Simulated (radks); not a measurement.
The rhodium ion Rh21+, configuration [Ar] 3d6 (the NIST ground configuration). Calculated with a radial shooting solver on a logarithmic mesh with Libxc functionals: Dirac Kohn-Sham, PBE, spin-unpolarised, spherical densities, point nucleus; open shells are shared between the two j in proportion to 2j + 1.

Normalised radial functions P(r) = r R(r) (large component), r in bohr:

```
   r/bohr * 4p1/2 (the largest magnitude, 1.33, reaches the edge; | marks zero)
 0.003336                             *
 0.004819                             *
 0.006963                             |*
  0.01006                             |*
  0.01442                             | *
  0.02083                             |   *
   0.0301                             |     *
  0.04349                             |        *
  0.06234                             |          *
  0.09007                             |         *
   0.1301                             | *
    0.188                   *         |
   0.2695            *                |
   0.3894                       *     |
   0.5626                             |                 *
   0.8129                             |                          *
    1.165                             |            *
    1.684                             | *
    2.432                             *
```

4p1/2 (empty): eigenvalue -539.86 eV, 2 radial nodes at r = 0.140, 0.425 bohr, <r> = 0.771 bohr, 90 % of the charge inside 1.10 bohr.
